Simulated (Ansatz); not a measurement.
The first iterations of a band of CH9NSSi3 (15 atoms, charge 0, multiplicity 1).

All numbers below come from RKS PBE0/cc-pVDZ in Ansatz.

| Quantity | Value |
| --- | --- |
| movable images | 9 |
| climbing image | yes |
| spring | 5.0 eV/Å² |
| optimiser | quadratic models (default) |
| start path | straight line |
| force threshold | 0.05 eV/Å |
| iteration limit | 10 |
| end points | relaxed |

First end point:

```xyz
15
Properties=species:S:1:pos:R:3
N 0.806 -2.936 -1.022
Si 1.251 -1.710 0.160
Si -0.567 -0.235 0.363
Si -0.695 1.772 -0.833
C -0.894 2.585 0.891
S -0.290 1.219 1.991
H 1.559 -3.559 -1.308
H 0.001 -3.508 -0.776
H 1.624 -2.211 1.535
H 2.435 -0.975 -0.389
H -1.856 -1.006 0.494
H 0.620 2.147 -1.449
H -1.791 2.061 -1.819
H -0.284 3.486 1.056
H -1.941 2.819 1.135
```

Last end point:

```xyz
15
Properties=species:S:1:pos:R:3
N 1.065 -3.084 -0.798
Si 1.243 -1.764 0.353
Si -0.561 -0.241 0.458
Si -0.667 1.660 -0.906
C -0.873 2.624 0.737
S -0.289 1.351 1.954
H 1.024 -2.806 -1.777
H 0.287 -3.716 -0.618
H 1.426 -2.377 1.710
H 2.472 -0.994 -0.027
H -1.870 -0.970 0.632
H 0.654 1.976 -1.545
H -1.752 1.874 -1.924
H -0.258 3.531 0.829
H -1.921 2.884 0.951
```

| iteration | highest image above the first end (eV) | largest band force component (eV/Å) |
| --- | --- | --- |
| 1 | 3.543 | 29.538 |
| 2 | 0.098 | 1.117 |
| 3 | 0.083 | 0.498 |

Task: Does the band converge within its limit, and where does its top end?

Result: The forces met the threshold. It ended after 9 iterations with the highest image 0.058 eV above the first end. Another band between the same ends (9 images) ends at a top of the same energy, where a vibrational analysis finds 1 clearly imaginary mode.

Time of the run: 9.3 min on 2 threads of Arm Neoverse V2, on a shared host, peak memory 0.48 GiB.
